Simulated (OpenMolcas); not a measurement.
Levels of Cd II by method

```json
{
  "Program": "OpenMolcas",
  "Basis": "ANO-RCC-VDZP [6s5p3d1f]",
  "Scalar Hamiltonian": "DKH2, point nucleus",
  "Active space": "1 electron in 4 orbitals (5s 5p)",
  "State averaging": "2S+1 = 2 even, 1 root; 2S+1 = 2 odd, 3 roots",
  "Spin-orbit coupling": "RASSI with atomic mean-field integrals over the reference wave functions, term energies averaged over their components"
}
```

Methods on the same reference wave functions:
A. CASSCF
B. SS-CASPT2, IPEA 0.25 Eh, imaginary shift 0.1 Eh (closed shells correlated: 4d)

Energies in cm⁻¹ above 5s ²S_1/2, the measured ground level; measured values from NIST Handbook of Basic Atomic Spectroscopic Data.

```json
{"Level": "5s ²S_1/2", "A": "0.0", "B": "0.0", "Measured": "0.0"}
{"Level": "5p ²P°_1/2", "A": "40932", "B": "44819", "Measured": "44136"}
{"Level": "5p ²P°_3/2", "A": "42810", "B": "46697", "Measured": "46619"}
```

Deviations, from unrounded energies. A percentage is the sum of absolute deviations over the sum of measured energies, with the sign that they share, or ± where signs differ.

```json
{"Against measurement": "mean absolute deviation (cm-1)", "Levels": "2", "A": "3500", "B": "380"}
{"Against measurement": "other configurations (%)", "Levels": "2", "A": "-7.7", "B": "+0.8"}
```

B lies closest to measurement on these levels. The largest miss of B in the table is 5p ²P°_1/2, by +680 cm-1. The ranking rests on the paired levels alone, and a cruder setting can come out closer through cancelling errors.

The lowest spin-free term lies below A's lowest term by 0.268 hartree in B.

With one active electron the reference holds no correlation, so core polarisation is missing (holds for A). With one active electron, CASPT2 adds the correlation within the correlated inactive shells and between them and that electron, and leaves the splitting within a term as the reference gives it (holds for B). Computed and measured levels are paired by configuration, term and J; levels that our copy of the source lacks, or whose pairing is in doubt (as where it misses far off the trend of its configuration), stay unpaired and out of the deviations. Levels of configurations outside the active space are missing.

° marks odd parity.
